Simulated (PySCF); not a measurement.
Correlation energy of C⁻ (carbon, charge -1)

[He] 2s2 2p3, high-spin 4S determinant. Calculation: PySCF 2.14, in aug-cc-pVTZ; no relativity, point nucleus. Frozen: 1s2; 5 electrons correlated.

```
  level  correlation energy (mhartree)
   CCSD                        -113.41
    (T)                          -4.74
CCSD(T)                        -118.15
```

Diagnostics: T1 = 0.020, D1 = 0.0348, largest double amplitude 0.037.

Cost of the coupled-cluster step: about 1.4 core-seconds, for 5 correlated electrons.
